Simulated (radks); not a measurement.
Results of a calculation; reference values are marked as such.
Question: The mean radii <r> (bohr) of the occupied orbitals of an atom or ion are listed with their occupations. Code: a radial shooting solver on a logarithmic mesh with Libxc functionals. Model: scalar-relativistic Kohn-Sham, PBE, spin-polarised, spherical densities, point nucleus.

orbital  occ.      <r>
1s up       1  0.04550
1s down     1  0.04550
2s up       1   0.2028
2s down     1   0.2028
2p up       3   0.1772
2p down     3   0.1772
3s up       1   0.5983
3s down     1   0.5982
3p up       3   0.6174
3p down     3   0.6169
3d up       5   0.6807
3d down     5   0.6760
4s up       1    1.944
4s down     1    1.934
4p up       3    2.511

Name the element and its charge. Open shells, if any, are filled with parallel spins first.

Answer: Z = 33, arsenic, charge 0: As in [Ar] 3d10 4s2 4p3. The 1s radius gives Z: for a bare nucleus <r> = (2 gamma + 1)/(2Z) with gamma = sqrt(1 - (Z/c)^2), 0.04456 bohr for Z = 33, and screening makes it slightly larger (0.04550 here). The occupations add up to 33, and the charge is Z minus that.
